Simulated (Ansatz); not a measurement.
Geometry optimisation, UKS r2SCAN-D4/def2-SVP (Ansatz 0.2.0).

The input (input.yaml):

```yaml
crystal:
  periodic: [false, false, false]
  atoms:
    - { symbol: Si, position_ang: [-1.663691, -0.356324, 0.091623] }
    - { symbol: "N", position_ang: [1.402378, -0.207419, -0.395328] }
    - { symbol: H, position_ang: [0.854119, -1.00227, -0.726963] }
    - { symbol: F, position_ang: [-1.240401, -0.133053, 1.657663] }
    - { symbol: F, position_ang: [-1.64854, 1.19788, -0.422046] }
    - { symbol: H, position_ang: [1.275368, -0.137088, 0.614607] }
    - { symbol: H, position_ang: [1.020767, 0.638274, -0.819557] }
magnetization:
  spin_polarized: true
basis:
  gaussian: { orbitals: def2-SVP }
hamiltonian:
  xc: r2scan
  dispersion: d4
relax:
  f_tol: 0.03
  max_steps: 50
```

Run as:

```bash
$ ansatz run input.yaml --threads 2 --pin off --max-ram 3072MiB --backend cpu --events-out ev --progress --plain --runs-dir out
```

Q: Where does it end, and by what steps?

A: It converged. After 13 steps the energy has fallen by 0.784 eV; N2 moved furthest, 0.71 Å. Joined: Si1–N2 (3.11 → 2.12 Å).

| step | energy less start (eV) | largest force component (eV/Å) | accepted |
| --- | --- | --- | --- |
| 0 | 0.0000 | 0.339 | yes |
| 1 | -0.0318 | 0.595 | yes |
| 2 | -0.0306 | 0.870 | no |
| 3 | -0.0542 | 0.615 | yes |
| 4 | -0.0819 | 0.379 | yes |
| 5 | -0.0893 | 0.432 | yes |
| 6 | -0.1355 | 0.643 | yes |
| 7 | -0.2604 | 2.493 | yes |
| 8 | -0.5533 | 2.226 | yes |
| 9 | -0.7449 | 0.453 | yes |
| 10 | -0.7356 | 0.493 | no |
| 11 | -0.7826 | 0.072 | yes |
| 12 | -0.7840 | 0.081 | yes |
| 13 | -0.7842 | 0.024 | yes |

```xyz
7
Properties=species:S:1:pos:R:3
Si -1.386 -0.374 0.059
N 0.706 -0.245 -0.276
H 1.149 -0.971 -0.845
F -1.032 -0.033 1.650
F -1.457 1.188 -0.513
H 1.154 -0.230 0.645
H 0.865 0.664 -0.720
```

Run time: 21 s on 2 threads of Intel(R) Xeon(R) Platinum 8488C (Sapphire Rapids), with other jobs on the host, peak memory 0.21 GiB.
